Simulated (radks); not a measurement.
Charge is removed step by step from the 4d3/2 level of neutral niobium, starting from [Kr] 4d(3/2: 4, 5/2: 0) 5s1. Calculated with a radial shooting solver on a logarithmic mesh with Libxc functionals: Dirac Kohn-Sham, PBE, spin-unpolarised, spherical densities, finite nucleus; Fermi nuclear charge, rms radius 4.324 fm.

| removed (e) | E - E(0) (eV) | eigenvalue (eV) | E minus straight line (eV) |
|---|---|---|---|
| 0 | 0.000 | -3.061 | 0.000 |
| 0.125 | 0.439 | -3.968 | -0.443 |
| 0.25 | 0.994 | -4.921 | -0.769 |
| 0.375 | 1.671 | -5.916 | -0.974 |
| 0.5 | 2.474 | -6.951 | -1.052 |
| 0.625 | 3.410 | -8.024 | -0.998 |
| 0.75 | 4.482 | -9.134 | -0.808 |
| 0.875 | 5.695 | -10.277 | -0.476 |
| 1 | 7.053 | -11.454 | 0.000 |

Removing the whole electron costs 7.053 eV by Delta-SCF, against 3.061 eV from minus the eigenvalue at the starting occupation. Slater's transition state (half an electron removed) gives 6.951 eV. Integrating minus the eigenvalue over the occupation (Janak's theorem) gives 7.053 eV. The mean slope of the eigenvalue, de/dn, is 8.39 eV per electron.
